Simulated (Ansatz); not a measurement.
Start from `F[CH2][GeH]1[CH2][O]1` and change one atom or group to get `[SiH3][GeH]1[CH2][O]1`.

Ansatz, PBE0-D4/def2-TZVP geometries, multiplicity 1. Each molecule was computed in one conformer, which needn't be the lowest.

Scalar relativity is left out up to krypton.

| property | `F[CH2][GeH]1[CH2][O]1` |
| --- | --- |
| HOMO–LUMO gap (PBE0/def2-TZVPP) / eV | 6.45 |
| HOMO–LUMO gap (ωB97M-V/def2-TZVPP) / eV | 10.50 |
| HOMO–LUMO gap (B3LYP/def2-TZVPP) / eV | 5.99 |
| HOMO energy (PBE0/def2-TZVPP) / eV | -7.22 |
| HOMO energy (B3LYP/def2-TZVPP) / eV | -7.03 |
| size of the dipole moment (PBE/def2-TZVPP) / D | 0.65 |

Task: Give the same properties after the change, and the shifts. (Best estimate.)

Result: Computed: 
| property | `[SiH3][GeH]1[CH2][O]1` | shift |
| --- | --- | --- |
| HOMO–LUMO gap (PBE0/def2-TZVPP) / eV | 6.02 | -0.43 |
| HOMO–LUMO gap (ωB97M-V/def2-TZVPP) / eV | 9.98 | -0.52 |
| HOMO–LUMO gap (B3LYP/def2-TZVPP) / eV | 5.61 | -0.38 |
| HOMO energy (PBE0/def2-TZVPP) / eV | -7.01 | 0.21 |
| HOMO energy (B3LYP/def2-TZVPP) / eV | -6.80 | 0.23 |
| size of the dipole moment (PBE/def2-TZVPP) / D | 2.00 | 1.35 |

With PBE0 the HOMO rises by 0.21 eV and the LUMO falls by 0.23 eV, so the gap narrows by about 0.44 eV. PBE moves the HOMO by 0.14 eV and ωB97M-V by 0.27 eV. Dipoles are sizes alone; their direction can turn.

B3LYP here is the variant with VWN-RPA as its local correlation; programs differ in this.
